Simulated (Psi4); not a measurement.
CH5FSn (SMILES [CH3][SnH2][F]), singlet, at a GFN2-xTB geometry (such geometries of metal compounds can be far from the true shape) (core potentials on Sn).

Here is a job for Psi4.
```
memory 2 GB

molecule {
0 1
  Sn    0.17843374    0.21041789    0.15003948
  C    -1.94829723   -0.13574698    0.09377642
  F     0.87343351   -1.17463322   -1.03170911
  H     0.79469736    1.60110050   -0.58301366
  H     1.02066566   -0.12554989    1.57443729
  H    -2.14956864   -1.12845635    0.48375043
  H    -2.47928693    0.60144035    0.68412054
  H    -2.27931238   -0.08324851   -0.93854506
}

set basis def2-sv(p)

energy('cam-b3lyp')
print_variables()
```

Question: Predict the nuclear repulsion energy from CAM-B3LYP/def2-SV(P) in Psi4.

Answer: 141.7110 Eh

Question: What is the computed dipole moment (CAM-B3LYP/def2-SV(P))?

Answer: 3.33 D

Question: Predict the number of basis functions from CAM-B3LYP/def2-SV(P).

Answer: 64

Question: Give the total energy at the level CAM-B3LYP/def2-SV(P).

Answer: -355.065505 Ha
